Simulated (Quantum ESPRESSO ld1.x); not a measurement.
Results of a calculation; reference values are marked as such.
Question: Coherent X-ray form factor from a spherical all-electron density. Code: ld1.x of Quantum ESPRESSO 7.5. Model: scalar-relativistic Kohn-Sham, BLYP, spin-unpolarised, spherical densities, point nucleus.

sin(theta)/lambda (1/angstrom)  f0 (electrons)
0.05                                    43.524
0.1                                     42.169
0.15                                    40.133
0.2                                     37.675
0.25                                    35.046
0.3                                     32.452
0.4                                     27.848
0.5                                     24.287
0.6                                     21.652
0.8                                     18.036
1                                       15.272
1.25                                    12.205
1.5                                      9.678
2                                        6.645

The species is in the configuration that NIST lists as its ground one. Which atom or ion scatters so?

Answer: The silver ion Ag3+, [Kr] 4d8. Extrapolating in s^2 from the first two rows gives f0(0) = 44.0, near the electron count 44; among species with that count, the fall with angle is slower the higher Z, and the table is that of Z = 47; from so few rows the species is fixed only to a neighbour or two.
